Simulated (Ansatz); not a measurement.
Gas-phase electronic energies from Ansatz, PBE0-D4/def2-TZVP geometries. CCSD(T)/CBS adds triple-zeta CCSD(T) − MP2 to the extrapolated MP2 energy (def2 sets, frozen cores). This one scheme is used for every species, atoms too. For atomizations the MP2-based limit and the directly extrapolated one differ by several kJ/mol either way, and by 10 to 25 for some Ge, Se and Sn compounds, so smaller differences from it don't rank the levels. DFT in def2-TZVPP. HSE06 is defined as in plane-wave codes. Open shells (•) are unrestricted, without spin–orbit coupling. Spin–orbit coupling would lower the free atoms: a little for C, Cl, O, Si.

Consider the atomization: `ClC1C[SiH2]O1` → 2 C• + Cl• + 5 H• + O• + Si•.

```
          level  ΔE (kcal/mol)  difference from CCSD(T)/CBS
         PBE-D4          904.5                         18.4
         B97M-V          888.7                          2.6
     r2SCANh-D4          883.3                         -2.8
       HSE06-D4          889.2                          3.1
   CAM-B3LYP-D4          886.3                          0.2
        ωB97X-V          890.4                          4.3
         revPBE          864.2                        -21.9
   MP2/def2-SVP          843.6                        -42.5
CCSD/def2-TZVPP          846.3                        -39.8
 CCSD/CBS(def2)          871.0                        -15.1
    CCSD(T)/CBS          886.1                            0
```

Largest T1 diagnostic among the species: 0.012.

From r2SCAN to r2SCAN0 (25 % exact exchange), in def2-TZVPP and without D4, ΔE moves by −14.7 kcal/mol: exact exchange takes away binding that semilocal exchange gives to molecules. At CCSD(T), def2-SVP lies −57.0 kcal/mol from the extrapolated value and def2-TZVPP −24.8 kcal/mol: correlation converges slowly with the basis, and small sets miss more of it in the bonded molecule than in its fragments.
